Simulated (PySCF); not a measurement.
Al(F)2(NCO) (CAlF2NO), SMILES [N](=C=O)[Al]([F])[F].

Geometry optimised at B3LYP-D3(BJ)/def2-SVP. The values are those of a single conformer.

These are M06-2X/def2-TZVP run with PySCF values and carry that method's errors.

Symmetry labels are those of the subgroup C2v that the program uses (full group C2v).

Computed valence orbital energies around the gap with their symmetry:
```csv
orbital,symmetry,energy (eV)
HOMO−7,B1,-15.42
HOMO−6,B2,-15.19
HOMO−5,B1,-14.62
HOMO−4,A1,-14.53
HOMO−3,A2,-14.26
HOMO−2,B2,-14.09
HOMO−1,B1,-10.88
HOMO,B2,-10.77
LUMO,A1,-0.82
LUMO+1,B1,-0.46
LUMO+2,B2,1.33
LUMO+3,A1,1.57
```
